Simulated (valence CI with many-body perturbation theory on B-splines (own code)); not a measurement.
E1 line list for Dy LXII

Method: valence CI with perturbative core correlation (CI+MBPT): three valence electrons over a frozen Dirac-Fock core [He], radial functions for each j: 11 s, 11 p, 9 d, 7 f, 5 g, 2 h, 1 i, with the one-electron correlation potential Σ1, the two-electron term Σ2, the three-electron term Σ3, Breit, model QED; selected CI, second order for the rest (own B-spline code, finite nucleus).

No measured spectrum was set against this ion. As an estimate, large intervals hold to a few tenths of a per cent, small ones and those within an open d or f shell to about a per cent.

Lines 51 to 100 of 280 in falling wavelength, among levels below 79941 × 10³ cm⁻¹, chosen from the strongest by gf and those to the six lowest levels. Wavelengths and rates use the calculated energies. Electric multipoles are in the length gauge, E1 and E2 with the static RPA response of the core. Weak lines are less certain than strong ones. Lines between different terms over intervals too small for the method are left out, as are lines whose strength nearly cancels. The highest levels of a list are the least certain.

Levels are named by their leading jj configuration (3d3/2^4 stands for four electrons in 3d with j = 3/2), which in mixed levels can hold well under half, so a name can repeat and another be missing. Letters in brackets count levels of one name in rising energy.

```
λ vac (Å)                          Upper                       Lower   A (s⁻¹)  S (a.u.) with core polarisation  S without
    36.85         (2s 2p1/2 3p3/2) J=5/2         (2s 2p1/2 3s) J=3/2  4.49e+11                         6.66e-02   6.66e-02
    36.61     (2s 2p3/2 3p3/2) J=3/2 [b]         (2s 2p3/2 3s) J=1/2  3.00e+11                         2.91e-02   2.91e-02
    36.56     (2s 2p1/2 3p3/2) J=3/2 [b]         (2s 2p1/2 3s) J=3/2  2.42e+11                         2.34e-02   2.34e-02
    36.25     (2s 2p3/2 3p3/2) J=1/2 [b]         (2s 2p3/2 3s) J=1/2  4.21e+11                         1.98e-02   1.98e-02
    36.07  (2p1/2 2p3/2 3p3/2) J=5/2 [b]      (2p1/2 2p3/2 3s) J=5/2  2.29e+11                         3.18e-02   3.18e-02
    35.41     (2s 2p3/2 3p3/2) J=5/2 [a]         (2s 2p3/2 3s) J=5/2  3.16e+11                         4.16e-02   4.16e-02
    35.01  (2p1/2 2p3/2 3p3/2) J=1/2 [b]  (2p1/2 2p3/2 3s) J=3/2 [b]  4.76e+11                         2.02e-02   2.02e-02
    19.13             (2s^2 2p3/2) J=3/2          (2s 2p1/2^2) J=1/2  8.87e+09                         1.23e-04   1.23e-04
    12.06     (2s 2p1/2 2p3/2) J=3/2 [a]          (2s^2 2p1/2) J=1/2  2.84e+10                         9.83e-05   9.84e-05
    11.85             (2s 2p3/2^2) J=5/2          (2s^2 2p3/2) J=3/2  8.66e+11                         4.27e-03   4.28e-03
    11.63          (2p1/2 2p3/2^2) J=3/2      (2s 2p1/2 2p3/2) J=1/2  2.22e+12                         6.89e-03   6.90e-03
    11.42  (2p1/2 2p3/2 3d3/2) J=5/2 [a]      (2s 2p1/2 3d3/2) J=5/2  1.40e+12                         6.19e-03   6.20e-03
    11.42          (2p1/2 2p3/2^2) J=5/2  (2s 2p1/2 2p3/2) J=3/2 [b]  2.68e+12                         1.18e-02   1.18e-02
    11.38     (2p1/2 2p3/2 3s) J=3/2 [b]     (2s 2p1/2 3s) J=1/2 [b]  2.12e+12                         6.19e-03   6.20e-03
    11.38      (2p1/2 2p3/2 3d5/2) J=9/2      (2s 2p1/2 3d5/2) J=7/2  2.27e+12                         1.65e-02   1.65e-02
    11.37      (2p1/2 2p3/2 3p3/2) J=7/2      (2s 2p1/2 3p3/2) J=5/2  2.58e+12                         1.50e-02   1.50e-02
    11.36                (2p3/2^3) J=3/2          (2s 2p3/2^2) J=3/2  5.88e+12                         1.70e-02   1.71e-02
    11.35     (2s 2p3/2 3d3/2) J=3/2 [b]          (2s^2 3d3/2) J=3/2  2.17e+12                         6.28e-03   6.29e-03
    11.31     (2s 2p3/2 3d5/2) J=7/2 [b]          (2s^2 3d5/2) J=5/2  3.30e+12                         1.88e-02   1.89e-02
    11.29  (2p1/2 2p3/2 3d5/2) J=7/2 [a]  (2s 2p1/2 3d5/2) J=5/2 [a]  2.05e+12                         1.17e-02   1.17e-02
    11.29  (2p1/2 2p3/2 3d3/2) J=5/2 [b]  (2s 2p1/2 3d3/2) J=3/2 [b]  2.28e+12                         9.71e-03   9.72e-03
    11.28     (2s 2p3/2 3p3/2) J=5/2 [b]          (2s^2 3p3/2) J=3/2  3.66e+12                         1.56e-02   1.56e-02
    11.27      (2p1/2 2p3/2 3d3/2) J=7/2      (2s 2p1/2 3d3/2) J=5/2  2.27e+12                         1.28e-02   1.29e-02
    11.26      (2p1/2 2p3/2 3p1/2) J=5/2      (2s 2p1/2 3p1/2) J=3/2  2.58e+12                         1.09e-02   1.09e-02
    11.26  (2p1/2 2p3/2 3p3/2) J=5/2 [a]  (2s 2p1/2 3p3/2) J=3/2 [a]  1.89e+12                         7.99e-03   8.01e-03
    11.24  (2p1/2 2p3/2 3p1/2) J=3/2 [b]  (2s 2p1/2 3p1/2) J=1/2 [b]  2.67e+12                         7.50e-03   7.52e-03
    11.24  (2p1/2 2p3/2 3d5/2) J=7/2 [b]  (2s 2p1/2 3d5/2) J=5/2 [b]  1.25e+12                         7.02e-03   7.03e-03
    11.20         (2p1/2 2p3/2 3s) J=5/2         (2s 2p1/2 3s) J=3/2  2.53e+12                         1.05e-02   1.05e-02
    11.19     (2s 2p3/2 3d3/2) J=5/2 [b]          (2s^2 3d3/2) J=3/2  3.22e+12                         1.33e-02   1.34e-02
    11.18  (2p1/2 2p3/2 3d5/2) J=3/2 [b]  (2s 2p1/2 3d5/2) J=5/2 [b]  1.98e+12                         5.47e-03   5.48e-03
    11.18         (2s 2p3/2 3p1/2) J=1/2          (2s^2 3p1/2) J=1/2  4.04e+12                         5.57e-03   5.58e-03
    11.17            (2s 2p3/2 3s) J=1/2             (2s^2 3s) J=1/2  4.01e+12                         5.52e-03   5.53e-03
    11.16     (2s 2p3/2 3p1/2) J=3/2 [b]          (2s^2 3p1/2) J=1/2  3.79e+12                         1.04e-02   1.04e-02
    11.15  (2p1/2 2p3/2 3d3/2) J=3/2 [a]  (2s 2p1/2 3d3/2) J=3/2 [a]  2.26e+12                         6.18e-03   6.19e-03
    11.15  (2p1/2 2p3/2 3p3/2) J=5/2 [b]  (2s 2p1/2 3p3/2) J=3/2 [b]  1.33e+12                         5.46e-03   5.47e-03
    11.15     (2s 2p3/2 3d5/2) J=5/2 [b]          (2s^2 3d5/2) J=5/2  3.61e+12                         1.48e-02   1.49e-02
    11.14  (2p1/2 2p3/2 3d3/2) J=5/2 [a]  (2s 2p1/2 3d3/2) J=3/2 [a]  1.25e+12                         5.13e-03   5.14e-03
    11.13  (2p1/2 2p3/2 3d5/2) J=7/2 [b]      (2s 2p1/2 3d5/2) J=7/2  1.36e+12                         7.40e-03   7.41e-03
    11.12     (2s 2p3/2 3p3/2) J=3/2 [b]          (2s^2 3p3/2) J=3/2  3.77e+12                         1.02e-02   1.03e-02
    11.12        (2s 2p3/2 3s) J=3/2 [b]             (2s^2 3s) J=1/2  3.76e+12                         1.02e-02   1.02e-02
    11.12     (2s 2p3/2 3d5/2) J=3/2 [b]          (2s^2 3d5/2) J=5/2  3.99e+12                         1.08e-02   1.08e-02
    11.12     (2p1/2 2p3/2 3s) J=3/2 [a]     (2s 2p1/2 3s) J=1/2 [a]  2.20e+12                         5.97e-03   5.98e-03
    10.99          (2p1/2 2p3/2^2) J=3/2      (2s 2p1/2 2p3/2) J=5/2  3.49e+11                         9.14e-04   9.15e-04
    10.99         (2s 2p1/2 2p3/2) J=1/2          (2s^2 2p1/2) J=1/2  4.41e+12                         5.77e-03   5.78e-03
    10.97     (2s 2p1/2 2p3/2) J=3/2 [b]          (2s^2 2p1/2) J=1/2  3.89e+12                         1.01e-02   1.01e-02
    10.92          (2p1/2 2p3/2^2) J=1/2  (2s 2p1/2 2p3/2) J=3/2 [b]  4.54e+12                         5.84e-03   5.84e-03
    10.90          (2p1/2 2p3/2^2) J=1/2      (2s 2p1/2 2p3/2) J=1/2  2.06e+12                         2.63e-03   2.64e-03
    10.87          (2p1/2^2 2p3/2) J=3/2          (2s 2p1/2^2) J=1/2  2.89e+12                         7.32e-03   7.33e-03
    10.87             (2s 2p3/2^2) J=1/2          (2s^2 2p3/2) J=3/2  3.52e+12                         4.46e-03   4.47e-03
    10.86             (2s 2p3/2^2) J=3/2          (2s^2 2p3/2) J=3/2  6.35e+12                         1.61e-02   1.61e-02
```
